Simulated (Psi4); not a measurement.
I$_{3}$Pb, charge -2, doublet, at a GFN2-xTB geometry of the parent state (such geometries of metal compounds can be far from the true shape) (a state made from the parent by changing its charge; the spin is typed, not shown lowest) (core potentials on I, Pb) (a gas-phase anion, which may not be bound at this level); TPSS/def2-SV(P) run with Psi4.

Psi4 was given this input:
```
memory 2 GB

molecule mol {
-2 2
  Pb   -0.008011   -0.009412    0.810548
  I     0.428983   -2.525290   -0.443200
  I     1.982873    1.637600   -0.379501
  I    -2.399462    0.902252   -0.431354
}

set basis def2-sv(p)
set reference uks

energy('tpss')
print_variables()
```

Problem. What does Psi4 print? Leave out banner, timings and long lists.

Solution. 
```
   => Loading Basis Set <=

    Name: DEF2-SV(P)
    Role: ORBITAL
    Keyword: BASIS

    !!!  WARNING: ECP capability is in beta. Please check occupations closely.  !!!

         ---------------------------------------------------------
                                   SCF
               by Justin Turney, Rob Parrish, Andy Simmonett
                          and Daniel G. A. Smith
                              UKS Reference
         ---------------------------------------------------------

  ==> Geometry <==

    Molecular point group: c1
    Full point group: C1

    Geometry (in Angstrom), charge = -2, multiplicity = 2:

       Center              X                  Y                   Z               Mass
    ------------   -----------------  -----------------  -----------------  -----------------
         PB          -0.007852602664    -0.009226005129     0.794529601302   207.976652500000
         I            0.429141397336    -2.525104005129    -0.459218398698   126.904471900000
         I            1.983031397336     1.637785994871    -0.395519398698   126.904471900000
         I           -2.399303602664     0.902437994871    -0.447372398698   126.904471900000

  Running in c1 symmetry.

  Rotational constants: A =      0.01158  B =      0.01158  C =      0.00673 [cm^-1]
  Rotational constants: A =    347.06932  B =    347.06931  C =    201.65588 [MHz]
  Nuclear repulsion =  530.207097809775632

  Charge       = -2
  Multiplicity = 2
  Electrons    = 99
  Nalpha       = 50
  Nbeta        = 49

  ==> Algorithm <==

  SCF Algorithm Type is DF.
  DIIS enabled.
  MOM disabled.
  Fractional occupation disabled.
  Guess Type is SAD.
  Energy threshold   = 1.00e-06
  Density threshold  = 1.00e-06
  Integral threshold = 1.00e-12

  ==> Primary Basis <==

  Basis Set: DEF2-SV(P)
    Blend: DEF2-SV(P)
    Number of shells: 40
    Number of basis functions: 104
    Number of Cartesian functions: 112
    Spherical Harmonics?: true
    Max angular momentum: 2

  Core potential: DEF2-SV(P)
    Number of shells: 16
    Number of ECP primitives: 105
    Number of ECP core electrons: 144
    Max angular momentum: 3

  ==> DFT Potential <==

   => LibXC <=

    Version 7.1.2
    S. Lehtola, C. Steigemann, M. J. T. Oliveira, and M. A. L. Marques,  SoftwareX 7, 1–5 (2018) (10.1016/j.softx.2017.11.002)

   => Composite Functional: TPSS <=

    TPSS Meta-GGA XC Functional

    J. Tao, et al., Phys. Rev. Lett., 91, 146401, 2003

    Deriv               =              1
    GGA                 =           TRUE
    Meta                =           TRUE

    Exchange Hybrid     =          FALSE
    MP2 Hybrid          =          FALSE

   => Exchange Functionals <=

    1.0000   XC_MGGA_X_TPSS

   => Correlation Functionals <=

    1.0000   XC_MGGA_C_TPSS

   => LibXC Density Thresholds  <==

    XC_MGGA_C_TPSS:  1.00E-15
    XC_MGGA_X_TPSS:  1.00E-15

   => Molecular Quadrature <=

    Radial Scheme          =       TREUTLER
    Pruning Scheme         =           NONE
    Nuclear Scheme         =       TREUTLER

    Blocking Scheme        =         OCTREE
    BS radius alpha        =              1
    Pruning alpha          =              1
    Radial Points          =             75
    Spherical Points       =            302
    Total Points           =          82491
    Total Blocks           =            738
    Max Points             =            256
    Max Functions          =             97
    Weights Tolerance      =       1.00E-15

   => Loading Basis Set <=

    Name: (DEF2-SV(P) AUX)
    Role: JKFIT
    Keyword: DF_BASIS_SCF

  ==> Integral Setup <==

  SCF_SUBTYPE=INCORE selected. In-core MEM_DF algorithm will be used.
  Using in-core AOs.

  ==> MemDFJK: Density-Fitted J/K Matrices <==

    J tasked:                   Yes
    K tasked:                    No
    wK tasked:                   No
    Algorithm:                 Core
    Schwarz Cutoff:           1E-12
    Mask sparsity (%):       7.5444
    Fitting Condition:        1E-10

   => Auxiliary Basis Set <=

  Basis Set: (DEF2-SV(P) AUX)
    Blend: DEF2-UNIVERSAL-JKFIT
    Number of shells: 191
    Number of basis functions: 905
    Number of Cartesian functions: 1288
    Spherical Harmonics?: true
    Max angular momentum: 6

  Minimum eigenvalue in the overlap matrix is 1.2730689558E-02.
  Reciprocal condition number of the overlap matrix is 3.6003163294E-03.
    Using symmetric orthogonalization.

  ==> Pre-Iterations <==

  SCF Guess: Superposition of Atomic Densities via on-the-fly atomic UHF (no occupation information).

   -------------------------
    Irrep   Nso     Nmo
   -------------------------
     A        104     104
   -------------------------
    Total     104     104
   -------------------------

  ==> Iterations <==

                           Total Energy        Delta E     RMS |[F,P]|

   @DF-UKS iter SAD: -1076.63207131858780   -1.07663e+03   0.00000e+00
   @DF-UKS iter   1: -1085.01059059215254   -8.37852e+00   9.64670e-03 ADIIS/DIIS
   @DF-UKS iter   2: -1084.97440275658528    3.61878e-02   1.11865e-02 ADIIS/DIIS
   @DF-UKS iter   3: -1085.70583639556980   -7.31434e-01   9.03161e-04 ADIIS/DIIS
   @DF-UKS iter   4: -1085.70981569195760   -3.97930e-03   5.79128e-04 ADIIS/DIIS
   @DF-UKS iter   5: -1085.71254531054115   -2.72962e-03   8.27735e-05 DIIS
   @DF-UKS iter   6: -1085.71259218407386   -4.68735e-05   3.46466e-05 DIIS
   @DF-UKS iter   7: -1085.71260184596986   -9.66190e-06   1.00300e-05 DIIS
   @DF-UKS iter   8: -1085.71260271168217   -8.65712e-07   2.90815e-06 DIIS
   @DF-UKS iter   9: -1085.71260278081036   -6.91282e-08   7.46698e-07 DIIS
  Energy and wave function converged.

  ==> Post-Iterations <==

   Electrons on quadrature grid:
      Nalpha   =   49.9999818194 ; deviation = -1.818e-05
      Nbeta    =   48.9999832118 ; deviation = -1.679e-05
      Ntotal   =   98.9999650312 ; deviation = -3.497e-05

   @Spin Contamination Metric:   1.341871228E-03
   @S^2 Expected:                7.500000000E-01
   @S^2 Observed:                7.513418712E-01
   @S   Expected:                5.000000000E-01
   @S   Observed:                5.000000000E-01

    Orbital Energies [Eh]
    ---------------------

    Alpha Occupied:

[...]
    Alpha Virtual:

[...]
    Beta Occupied:

[...]
      49A      0.100807

    Beta Virtual:

[...]
     104A     56.656370

    Final Occupation by Irrep:
              A
    DOCC [    49 ]
    SOCC [     1 ]
    NA   [    50 ]
    NB   [    49 ]

  @DF-UKS Final Energy: -1085.71260278081036

   => Energetics <=

    Nuclear Repulsion Energy =            530.2070978097756324
    One-Electron Energy =               -2982.1367449198432951
    Two-Electron Energy =                1449.0944928787266690
    DFT Exchange-Correlation Energy =     -82.8774485494690367
    Empirical Dispersion Energy =           0.0000000000000000
    VV10 Nonlocal Energy =                  0.0000000000000000
    Total Energy =                      -1085.7126027808103572

  UHF NO Occupations:
  HONO-2 :   48  A 1.9999289
  HONO-1 :   49  A 1.9995985
  HONO-0 :   50  A 1.0000000
  LUNO+0 :   51  A 0.0004015
  LUNO+1 :   52  A 0.0000711
  LUNO+2 :   53  A 0.0000617
  LUNO+3 :   54  A 0.0000616

Computation Completed

Properties will be evaluated at   0.000000,   0.000000,   0.000000 [a0]

Properties computed using the SCF density matrix

 Multipole Moments:

 ------------------------------------------------------------------------------------
     Multipole            Electronic (a.u.)      Nuclear  (a.u.)        Total (a.u.)
 ------------------------------------------------------------------------------------

 L = 1.  Multiply by 2.5417464519 to convert [e a0] to [Debye]
 Dipole X            :         -0.2871783            0.2815173           -0.0056610
 Dipole Y            :         -0.3373743            0.3307540           -0.0066203
 Dipole Z            :         29.0585985          -28.4840378            0.5745607
 Magnitude           :                                                    0.5746267

 ------------------------------------------------------------------------------------

  Variable Map:
  ----------------------------------------------------------------------------
[...]
  Array Variable Map:
  ----------------------------------------------------------------------------
[...]
[...]
```
